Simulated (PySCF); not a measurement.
Geometry (Å), atoms numbered from 1 in this order:
```xyz
26

C    -2.813    0.404   -0.885
C    -1.636    0.466    0.084
C    -2.054   -0.009    1.472
C    -0.389   -0.258   -0.470
C    -0.572   -1.768   -0.594
C     0.868    0.094    0.334
C     2.184   -0.292   -0.339
Si    3.714    0.236    0.627
H    -2.528    0.751   -1.890
H    -3.643    1.037   -0.534
H    -3.207   -0.620   -0.984
H    -1.348    1.529    0.174
H    -2.883    0.604    1.858
H    -2.404   -1.054    1.453
H    -1.231    0.056    2.200
H    -0.235    0.142   -1.490
H    -0.641   -2.248    0.395
H     0.273   -2.230   -1.125
H    -1.482   -2.026   -1.156
H     0.812   -0.384    1.328
H     0.864    1.182    0.526
H     2.246   -1.383   -0.491
H     2.245    0.157   -1.346
H     4.963   -0.160   -0.096
H     3.728    1.721    0.815
H     3.728   -0.403    1.980
```

Geometry: PBE0-D3(BJ)/def2-SVP; GIAO shifts from PySCF, gas phase, non-relativistic, averaged over equivalent atoms.

At PBE0/pcSseg-1 (233 basis functions, 46 s wall time on 1 thread of an Arm Neoverse V1, shared host):
```csv
atoms,δ (ppm)
C4,44.2
C2,36.6
C6,36.5
C1,23.9
C3,15.9
C5,11.1
C7,8.2
Si8,-62.9
H24/H25/H26,3.88
H12,1.33
H20,1.13
H21,1.11
H9/H10/H11,0.99
H16,0.95
H22,0.88
H17/H18/H19,0.78
H13/H14/H15,0.75
H23,0.36
```

Shifts are taken against calculated references (same method and geometry level): TMS for 13C (184.41 ppm), 29Si (351.99 ppm), 1H (31.27 ppm).

Problem. Estimate the result of repeating the calculation with HF/pcSseg-1.

Solution. 
```
      atoms  δ at HF/pcSseg-1  change
         C4              37.6    -6.6
         C2              31.0    -5.6
         C6              31.5    -5.0
         C1              22.7    -1.2
         C3              15.6    -0.3
         C5              11.4    +0.3
         C7               6.2    -2.0
        Si8             -54.8    +8.1
H24/H25/H26              3.67   -0.21
        H12              0.94   -0.39
        H20              0.89   -0.24
        H21              0.86   -0.25
 H9/H10/H11              0.97   -0.02
        H16              0.60   -0.35
        H22              0.61   -0.27
H17/H18/H19              0.77   -0.01
H13/H14/H15              0.75   +0.00
        H23              0.14   -0.22
```

References, each an isolated molecule treated in the same way: TMS for 13C (σ = 190.85 ppm), 29Si (σ = 393.43 ppm), 1H (σ = 31.69 ppm).

The largest change is at Si8 (silicon bonded to C, 3 H). Cost: 233 basis functions, 25 s wall time on 1 thread of an Arm Neoverse V1, shared host. The order of the carbon signals changes between the two levels.
